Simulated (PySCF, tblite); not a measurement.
Species: C9H11OP.
Atom-mapped SMILES: `[CH3:1][O:2]/[CH:3]=[P:4]\[c:5]1[cH:6][cH:7][cH:8][cH:9][c:10]1[CH3:11]` (hydrogens: H12, H13, H14 on C1; H15 on C3; H16 on C6; H17 on C7; H18 on C8; H19 on C9; H20, H21, H22 on C11)

Structure optimised with GFN2-xTB, isolated species.

Question: What internal coordinates does the optimisation give?

Answer: 
| bond | length (bohr) | order |
| --- | --- | --- |
| C1–O2 | 2.656 | single |
| O2–C3 | 2.558 | single |
| C3=P4 | 3.176 | double |
| P4–C5 | 3.474 | single |
| C5–C6 | 2.626 | aromatic |
| C6–C7 | 2.612 | aromatic |
| C7–C8 | 2.615 | aromatic |
| C8–C9 | 2.616 | aromatic |
| C9–C10 | 2.622 | aromatic |
| C10–C11 | 2.831 | single |
| C5–C10 | 2.639 | aromatic |
| C1–H12, C1–H13, C1–H14 | 2.066 | single |
| C3–H15 | 2.053 | single |
| C6–H16 | 2.043 | single |
| C7–H17 | 2.042 | single |
| C8–H18 | 2.042 | single |
| C9–H19 | 2.044 | single |
| C11–H20, C11–H21, C11–H22 | 2.059 | single |

Bonds in one row agree within 0.02 bohr and their mean is given. Orders are formal, as drawn. A selection of angles:
| angle | degrees |
| --- | --- |
| C1–O2–C3 | 116.1 |
| O2–C3–P4 | 124.5 |
| C3–P4–C5 | 99.5 |
| P4–C5–C6 | 119.1 |
| P4–C5–C10 | 120.7 |
| C6–C5–C10 | 120.1 |
| C5–C6–C7 | 120.5 |
| C6–C7–C8 | 119.7 |
| C7–C8–C9 | 119.9 |
| C8–C9–C10 | 121.1 |
| C9–C10–C11 | 121.0 |
| C5–C10–C9 | 118.7 |
| C5–C10–C11 | 120.3 |

Torsions: C1–O2–C3–P4 177° (antiperiplanar); O2–C3–P4–C5 2° (synperiplanar); C3–P4–C5–C6 67° (synclinal). The mirror-image conformer, all signs reversed, is as good.

Of the pairs four or more bonds apart, O2···C6 is among the closest relative to their van der Waals radii: 3.03 Å, 94 % of the sum of Bondi's values. The 2 C–P bonds span 1.681 Å (C3=P4, drawn double) to 1.838 Å (P4–C5, drawn single), a spread of 0.157 Å. P4 (phosphorus bonded to 2 C) is bent (angle 99.5°). The 2 C–O bonds span 1.353 Å (O2–C3, drawn single) to 1.405 Å (C1–O2, drawn single), a spread of 0.052 Å. The 6-membered ring C5–C6–C7–C8–C9–C10 has internal angles of 118.7° to 121.1° (sum 720°, against 720° for a flat polygon); it is planar, 0.00 Å rms from its mean plane, widest ring torsion 1°. The C–C distances run from 1.382 Å (C6–C7, aromatic) to 1.498 Å (C10–C11, drawn single), a spread of 0.116 Å.

Point group: C1 (no symmetry element, even within 0.4 Å). Its GFN2-xTB frequencies are all real (lowest 18 cm⁻¹). The numbers are those of one conformer.

The numbers are calculated, not measured.
